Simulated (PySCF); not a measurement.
# Correlation energy of N²⁺ (nitrogen, charge +2)

[He] 2s2 2p1, 2P determinant. Computed with PySCF 2.14 in x2c-TZVPall (5s3p2d1f, 31 functions), with scalar relativity by spin-free X2C-1e. Frozen: 1s2; 3 electrons correlated.

MP2 pair energies summed by pair of shells (mhartree):

| pair | energy | share (%) |
| --- | --- | --- |
| 2s-2s | -32.68 | 59.0 |
| 2s-2p | -22.75 | 41.0 |

Total MP2 correlation energy: -55.43 mhartree.

Same-spin part -3.45 and opposite-spin part -51.98 mhartree; SCS-MP2 scales them by 1/3 and 6/5 to -63.53 mhartree.

```csv
level,correlation energy (mhartree)
CCSD,-82.30
(T),-1.02
CCSD(T),-83.32
```

Diagnostics: T1 = 0.0068, D1 = 0.0131, largest double amplitude 0.137.

Cost of the coupled-cluster step: 0.45 s of wall time on 1 thread of Neoverse-N1 (shared host), for 3 correlated electrons.

Iterations:

```
CC2 = 0
CCSD nocc = (np.int64(2), np.int64(1)), nmo = (30, 30)
frozen orbitals [[0], [0]]
max_cycle = 100
direct = 0
conv_tol = 1e-08
conv_tol_normt = 1e-06
diis_space = 8
diis_start_cycle = 0
Init t2, MP2 energy = -0.0554315641329556
Init E_corr(UCCSD) = -0.0554315641332236
cycle = 1  E_corr(UCCSD) = -0.0706768687723926  dE = -0.0152453046  norm(t1,t2) = 0.0512156
cycle = 2  E_corr(UCCSD) = -0.07672552147429  dE = -0.0060486527  norm(t1,t2) = 0.0251044
cycle = 3  E_corr(UCCSD) = -0.0823616737932823  dE = -0.00563615232  norm(t1,t2) = 0.0128469
cycle = 4  E_corr(UCCSD) = -0.0822682993176586  dE = 9.33744756e-05  norm(t1,t2) = 0.000860812
cycle = 5  E_corr(UCCSD) = -0.0823049712352605  dE = -3.66719176e-05  norm(t1,t2) = 0.000116583
cycle = 6  E_corr(UCCSD) = -0.0822919051098114  dE = 1.30661254e-05  norm(t1,t2) = 2.58569e-05
cycle = 7  E_corr(UCCSD) = -0.0822953870978318  dE = -3.48198802e-06  norm(t1,t2) = 7.70254e-06
cycle = 8  E_corr(UCCSD) = -0.0822951979938555  dE = 1.89103976e-07  norm(t1,t2) = 7.8074e-07
cycle = 9  E_corr(UCCSD) = -0.0822951434236157  dE = 5.45702399e-08  norm(t1,t2) = 1.4829e-07
cycle = 10  E_corr(UCCSD) = -0.0822951565657248  dE = -1.31421091e-08  norm(t1,t2) = 3.0104e-08
cycle = 11  E_corr(UCCSD) = -0.0822951547020846  dE = 1.86364017e-09  norm(t1,t2) = 8.47376e-09
UCCSD converged
E(UCCSD) = -52.93063372394587  E_corr = -0.08229515470208459
UCCSD(T) correction = -0.0010164385864459
```
